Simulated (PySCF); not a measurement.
Radial density of F⁻ (fluorine, charge -1)

UHF, [Ne], closed-shell 1S. All numbers are calculated (PySCF 2.14, the spin-free X2C one-electron Hamiltonian (Gaussian nucleus), in aug-cc-pCVQZ-DK).

```
r (bohr)  4πr²ρ (e/bohr)
 0.00279         0.04511
 0.00469          0.1202
 0.00790          0.3154
  0.0133          0.7999
  0.0223           1.907
  0.0376           4.084
  0.0632           7.298
   0.106           9.662
   0.179           8.000
   0.301           4.402
   0.506           5.135
   0.851           6.236
    1.43           3.285
    2.41          0.7511
    4.05         0.07614
    6.81        0.002517
```

Densities and radii are taken from the X2C orbitals without a picture-change correction, which distorts them close to the nucleus.
